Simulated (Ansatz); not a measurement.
CrO₄H₈³⁺, that is [Cr(H2O)4]2+ with one electron fewer. Total charge 3; sextet. Geometry B3LYP-D4/def2-SVP, that of the charge +2 quintet; atoms count from 1.

```xyz
13

Cr    0.000    0.001    0.000
O    -1.593    1.276   -0.101
H    -2.513    1.037   -0.318
H    -1.576    2.240    0.048
O     0.597    0.888    1.740
H     1.510    1.125    1.987
H     0.022    1.150    2.483
O     1.592   -1.276    0.105
H     1.900   -1.755    0.897
H     2.182   -1.527   -0.629
O    -0.593   -0.886   -1.742
H    -0.906   -0.431   -2.546
H    -0.621   -1.843   -1.925
```

At PBE0-D4/def2-TZVP a quartet of charge 3 lies 1.76 eV below the sextet at the same geometry.

Estimate the Mulliken populations from the PBE0/def2-TZVP orbitals of Ansatz.


```tsv
atom	charge (e)	spin (α − β)	d electrons
Cr1	1.14	4.03	4.41
O2	-0.48	0.25	–
H3	0.47	-0.01	–
H4	0.47	-0.01	–
O5	-0.48	0.25	–
H6	0.47	-0.01	–
H7	0.47	-0.01	–
O8	-0.48	0.25	–
H9	0.47	-0.01	–
H10	0.47	-0.01	–
O11	-0.48	0.25	–
H12	0.47	-0.01	–
H13	0.47	-0.01	–
```
Mulliken values and Mayer orders depend strongly on the basis.

Where does the spin sit?

Summed by element: Cr 4.03, O 1.01, H -0.04, of 5 unpaired in all. Largest on single atoms: Cr1 4.03, O11 0.25, O5 0.25.

And the Mayer bond orders between bonded heavy atoms (over 0.3)?

Cr1–O2 0.36 (2.04 Å); Cr1–O5 0.36 (2.04 Å); Cr1–O8 0.36 (2.04 Å); Cr1–O11 0.36 (2.04 Å).
